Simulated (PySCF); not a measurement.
Input file for PySCF: R-HF/3-21G on ethylmethylamine (SMILES CCNC), a point of a torsion scan.

```python
from pyscf import gto, scf, dft, mp
from pyscf.data.elements import chemcore

mol = gto.M(
    atom='''
    C     1.79595349    0.54567892   -0.08403943
    C     0.54914274   -0.24020268    0.30553453
    N    -0.60023339    0.11535687   -0.51101314
    C    -0.99204197    1.50798601   -0.43083451
    H     2.66622253    0.11605625    0.40598732
    H     1.71492762    1.58670934    0.21581825
    H     1.93976520    0.49846806   -1.16025348
    H     0.72976690   -1.30723882    0.14938230
    H     0.35628436   -0.08206001    1.38393086
    H    -1.38396690   -0.47371176   -0.24754393
    H    -1.12140777    1.86753099    0.60267952
    H    -0.23754493    2.12231488   -0.91918435
    H    -1.93275018    1.63748117   -0.96302409
    ''',
    basis='3-21g',
    charge=0, spin=0, verbose=3, max_memory=1800)
mf = scf.RHF(mol)
mf.conv_tol = 1e-8
mf.max_cycle = 100
mf.kernel()
if not mf.converged:
    mf = mf.newton().run(mf.mo_coeff, mf.mo_occ)
```

Problem. Give the final energy of this run.

Solution. -172.3125 hartree.
